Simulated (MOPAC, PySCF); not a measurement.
C3H4Se, SMILES `C=C=C[SeH]` (C–C–Se–H torsion 0°), neutral singlet in the gas phase. 

Cartesian coordinates (Å):
```xyz
8

C      1.5664     0.1362     0.1240
C      0.3530    -0.2756    -0.1009
C     -0.8618    -0.6718    -0.3192
Se    -2.4430     0.3325     0.0365
H      2.0574    -0.0475     1.0751
H      2.1301     0.6720    -0.6341
H     -1.0739    -1.6491    -0.7395
H     -1.7283     1.5032     0.5581
```
Charge 0, multiplicity 1.

All levels are single points at this geometry (PBE0-D3(BJ)/def2-TZVP); Pople sets use spherical d functions. Orbital energies aren't observables, and empty levels follow the basis.

BP86/6-31G* in PySCF gives gap (eV) = 3.80.

**Question.** Estimate the gap (eV) from each of these levels: PBE-D3(BJ)/def2-TZVP in PySCF; ωB97X-D3(BJ)/def2-TZVP in PySCF; B3LYP/3-21G in PySCF; B3LYP/6-311+G** (LANL2DZ on Se) in PySCF; B3LYP/6-31G* in PySCF; M06-2X/6-31G* in PySCF; SVWN5/6-31G* in PySCF; HF/6-31G* in PySCF; HF/STO-3G in PySCF; AM1 in MOPAC; PM3 in MOPAC; PM6 in MOPAC.

**Answer.** 
```json
[
 {"level": "PBE-D3(BJ)/def2-TZVP in PySCF", "gap (eV)": "3.72"},
 {"level": "ωB97X-D3(BJ)/def2-TZVP in PySCF", "gap (eV)": "10.14"},
 {"level": "B3LYP/3-21G in PySCF", "gap (eV)": "5.52"},
 {"level": "B3LYP/6-311+G** (LANL2DZ on Se) in PySCF", "gap (eV)": "5.31"},
 {"level": "B3LYP/6-31G* in PySCF", "gap (eV)": "5.42"},
 {"level": "M06-2X/6-31G* in PySCF", "gap (eV)": "7.86"},
 {"level": "SVWN5/6-31G* in PySCF", "gap (eV)": "3.73"},
 {"level": "HF/6-31G* in PySCF", "gap (eV)": "12.04"},
 {"level": "HF/STO-3G in PySCF", "gap (eV)": "14.14"},
 {"level": "AM1 in MOPAC", "gap (eV)": "7.39"},
 {"level": "PM3 in MOPAC", "gap (eV)": "8.17"},
 {"level": "PM6 in MOPAC", "gap (eV)": "8.35"}
]
```
